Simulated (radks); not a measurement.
Q: Cd37+, configuration [Ne] 3s1. All-electron calculation, non-relativistic Kohn-Sham, PBE, spin-polarised, spherical densities, point nucleus; open shells are filled with parallel spins first (spin-orbit coupling, left out, can overturn this in heavy ions); relativity is left out, which matters for an element this heavy. Program: a radial shooting solver on a logarithmic mesh with Libxc functionals. Some entries of the table are withheld. Estimate them.

| orbital | occ. | eigenvalue (eV) | <r^2> (bohr^2) |
|---|---|---|---|
| 1s up | 1 | -27904.95 | 0.001343 |
| 1s down | 1 | -27902.84 | 0.001343 |
| 2s up | 1 | -5846.614 | 0.02124 |
| 2s down | 1 | -5843.651 | 0.02122 |
| 2p up | 3 | (1) | 0.01594 |
| 2p down | 3 | (2) | 0.01592 |
| 3s up | 1 | (3) | 0.1166 |
| 3s down | 0 | (4) | 0.1162 |

A: 
(1) 2p up eigenvalue (eV): -5625.064
(2) 2p down eigenvalue (eV): -5622.542
(3) 3s up eigenvalue (eV): -2400.635
(4) 3s down eigenvalue (eV): -2385.650
